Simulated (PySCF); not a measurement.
**Electronic structure of Sr²⁺ (strontium, charge +2) at the UHF level**

Configuration: [Kr], closed-shell 1S. All numbers are calculated (PySCF 2.14, a scalar-relativistic core potential, in def2-QZVPPD with the def2 core potential (28 electrons) (7s5p4d3f, 63 functions)).

- Total energy: -29.789074 hartree
- One-electron energy: -45.1595 hartree
- Hartree (Coulomb) energy: 19.0198 hartree
- Exchange energy: -3.6493 hartree
- ⟨S²⟩: 0.0000
- ⟨L²⟩: 0.000
- Sum of ⟨r⟩: 12.23 bohr
- Sum of ⟨r²⟩: 21.01 bohr²

```
shell  electrons  mean orbital energy (eV)  rms radius, mean of both spins (bohr)
   4s          2                   -66.573                                   1.46
   4p          6                   -43.201                                   1.67
```

Energies and moments cover only the electrons outside the core potential.
